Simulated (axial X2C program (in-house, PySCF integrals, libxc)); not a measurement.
Working with the constants of PBr⁺

A bond curve at the CCSD(T) level, with spin–orbit coupling, was computed with an axial X2C code built on PySCF integrals (basis Br dyall-cv3z [8s9p6d4f1g], P dyall-v3z [8s7p2d1f] (cores contracted in-house)) for the state Ω = 1/2 (⟨Sz⟩ = -0.50, ⟨Lz⟩ = 1.00 at HF). Its fit gives Re = 2.0722 Å, ωe = 537.3 cm⁻¹, ωexe = 1.64 cm⁻¹ and αe = 7.610e-04 cm⁻¹; the masses are 78.9183 and 30.9738 u. Two-component means X2C with spin–orbit coupling and atomic mean-field Coulomb and Gaunt terms.

Correlated methods: 11 electrons correlated (number of frozen shells: Br 3 s, 2 p, 1 d; P 2 s, 1 p), 183 virtual spin orbitals or spinors in MP2, 90 natural virtuals in coupled cluster.

(1) Find the reduced mass, Be and the force constant.

(2) Estimate the centrifugal constant by the Kratzer relation.

(3) Where do the fundamental and the first overtone lie?

(4) Estimate De from a Morse curve and compare with the computed well depth of 3.957 eV to Br + P+.

(5) A Morse curve ties αe to the other constants (Pekeris). How well does that hold?

Occupations by symmetry block were frozen at the best pattern of an incomplete PBE0 search. Dissociation energies refer to the lowest single-determinant-based atoms at the same level and basis. Coupled cluster ran in a truncated set of natural virtual spinors; the MP2 energy of the rest was added. (T) has no such correction and the atoms are truncated less, which lowers De at CCSD(T) by a hundredth of an eV or more. The 2c atoms are single determinants rather than J levels; their spin–orbit lowering is only partly caught, and De is too large by that part. This holds for CCSD(T).

## Answers

(1) From the CCSD(T) values: μ = 22.2436 u. Be = 16.8576/(μ Re²) = 0.1765 cm⁻¹. k = 5.8918×10⁻⁷ μ ωe² = 3.78 mdyn/Å.

(2) D = 4Be³/ωe² = 7.62e-08 cm⁻¹.

(3) ν(1←0) = ωe − 2ωexe = 534.0 cm⁻¹; ν(2←0) = 2ωe − 6ωexe = 1064.8 cm⁻¹.

(4) De(Morse) = ωe²/(4ωexe) = 5.456 eV against 3.957 eV computed, a ratio of 1.38. The extrapolation overshoots: the well softens faster than a Morse curve, or the lowest atomic limit lies below the one to which the curve heads.

(5) αe(Morse) = 6Be²/ωe × (√(ωexe/Be) − 1) = 7.125e-04 cm⁻¹; the CCSD(T) curve gives 7.610e-04 cm⁻¹, a ratio of 0.94.
